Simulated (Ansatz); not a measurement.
Basis-set extrapolation for C4H4BN (`b1ccccn1`) (PBE0-D4/def2-TZVP geometry, frozen core, Ansatz 0.2.0). Multiplicity 1, RHF reference.

```tsv
	def2-TZVPP	def2-QZVPP
HF	-232.978977	-232.988999
MP2 correlation	-0.910549	-0.969688
CCSD(T) correlation	-0.980196	not run
```

Energies in hartree. Use E(X) = E(∞) + A·exp(−7.88·√X) for Hartree–Fock and E(X) = E(∞) + B·X^(−2.97) for correlation, with X = 3 and 4, and add CCSD(T) minus MP2 of the smaller set to the MP2 limit.

Task: What is the CCSD(T) energy at the basis-set limit?

Result: HF limit: -232.988999 + (-0.010022) × 0.13774 = -232.99038. MP2 limit: -0.969688 + (-0.059139) × 0.74074 = -1.01349. Higher-order term: -0.980196 − (-0.910549) = -0.06965. Total: -234.07352 hartree, 300.2 kJ/mol below CCSD(T)/def2-TZVPP.
